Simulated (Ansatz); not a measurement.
```yaml
crystal:
  periodic: [false, false, false]
  atoms:
    - {symbol: N, position_ang: [0.402040, -2.265944, 0.621333]}
    - {symbol: C, position_ang: [0.016165, -1.088600, 0.356690]}
    - {symbol: Si, position_ang: [-0.035098, 0.261150, -0.035715]}
    - {symbol: F, position_ang: [-1.395657, 0.716644, -0.922947]}
    - {symbol: F, position_ang: [1.203026, 1.024933, -0.849644]}
    - {symbol: H, position_ang: [-0.187905, 1.111388, 1.138458]}
basis:
  gaussian: {orbitals: ANO-RCC-VTZP}
total_charge: 4
hamiltonian: {xc: {name: HF}}
correlation: {method: rpa}
scf: {lower_state_search: full}
```

```sh
$ ansatz run in.yaml --threads 2 --pin off --events-out ev --progress --plain --max-ram 32768MiB --backend cpu
```

Output, abridged:

```
Functional definition: HF
1019 factors; integrals over basis functions are off by at most 9.0e-4 eV
mean field evaluation 1: about -15677.8849 eV, gradient 1.5e2 eV
mean field evaluation 2: about -15678.1912 eV, gradient 1.5e2 eV
mean field evaluation 4: about -15708.2146 eV, gradient 6.3e1 eV
mean field evaluation 8: about -15725.3335 eV, gradient 8.3e0 eV
mean field evaluation 16: about -15728.2097 eV, gradient 1.6e0 eV
mean field evaluation 32: about -15728.4095 eV, gradient 1.3e-1 eV
mean field evaluation 64: about -15728.3680 eV, gradient 3.8e-1 eV
mean field evaluation 96: about -15728.3314 eV, gradient 1.6e-1 eV
mean field evaluation 160: about -15728.3918 eV, gradient 1.9e0 eV
mean field evaluation 224: about -15728.3327 eV, gradient 2.1e-1 eV
mean field evaluation 256: about -15728.3023 eV, gradient 6.5e-1 eV
mean field evaluation 288: about -15728.3307 eV, gradient 1.4e-1 eV
mean field -15728.41460626 eV, -578.0085756777 hartree, gradient 5.3e-6 eV, S^2 0.000000; 10 other end points of the search recorded, 0 dependent functions left out; unrestricted orbitals would lower it
unrestricted determinant -15738.15674002 eV, -578.3665924899 hartree, S^2 2.7108
9 core orbitals not correlated: weight in the atoms' cores, before any rotation towards them, 1.000 or more for the frozen orbitals, at most 0.000 for the correlated occupied ones
reference -15728.41460626 eV, -578.0085756777 hartree; 12, 12 occupied and 147, 147 virtual orbitals, 1019 factors
Total energy: -15756.81077517 eV, -579.0521156375 hartree
Relativity: scalar
```

Problem. What is wrong with this run?

Solution. The charge is far from anything that the molecule holds. Self-consistency was reached. The result belongs to that input, not to the molecule as meant.
